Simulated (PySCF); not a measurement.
C2H8OS2Si, SMILES CO[Si](C)(S)S, CAM-B3LYP/def2-SVP optimised geometry.

```
14

C     -1.09     0.81    -0.90
O     -1.38    -0.22     0.00
Si    -0.77    -1.76     0.00
C     -1.28    -2.72    -1.51
S     -1.58    -2.53     1.82
S      1.38    -1.76     0.00
H     -1.55     0.63    -1.89
H     -1.49     1.76    -0.51
H      0.00     0.93    -1.05
H     -0.94    -3.77    -1.45
H     -0.85    -2.28    -2.43
H     -2.37    -2.72    -1.60
H     -0.91    -3.70     1.73
H      1.49    -1.16     1.21
```

Density from CAM-B3LYP/def2-TZVP run with PySCF 2.14.0 at that geometry.

Minimum of the electron density along straight lines between bonded atoms, close to the bond critical point (lines longer than 1.1 times the sum of covalent radii, or with two minima, are not listed):

| bond | length / Å | ρ at the minimum / e bohr⁻³ | ∇²ρ there / e bohr⁻⁵ | position (fraction from the first atom) |
|---|---|---|---|---|
| C1–O2 | 1.404 | 0.258 | -0.51 | 0.35 |
| O2–Si3 | 1.651 | ___ | ___ | 0.59 |
| Si3–C4 | 1.863 | 0.128 | ___ | 0.39 |
| Si3–S5 | 2.140 | 0.103 | 0.07 | 0.36 |
| Si3–S6 | 2.152 | 0.100 | 0.07 | 0.36 |
| C1–H7 | 1.104 | 0.278 | -0.97 | 0.65 |
| C1–H8 | 1.100 | 0.282 | -0.99 | 0.65 |
| C1–H9 | 1.104 | 0.279 | -0.97 | 0.65 |
| C4–H10 | 1.100 | 0.268 | -0.88 | 0.64 |
| C4–H11 | 1.101 | 0.267 | -0.88 | 0.64 |
| C4–H12 | 1.100 | 0.268 | -0.89 | 0.64 |
| S5–H13 | 1.350 | 0.211 | -0.60 | 0.64 |
| S6–H14 | 1.349 | 0.212 | -0.60 | 0.64 |

Question: Fill in the missing entries.

Answer: 
- O2–Si3, ρ at the minimum / e bohr⁻³: 0.138
- O2–Si3, ∇²ρ there / e bohr⁻⁵: 0.79
- Si3–C4, ∇²ρ there / e bohr⁻⁵: 0.15
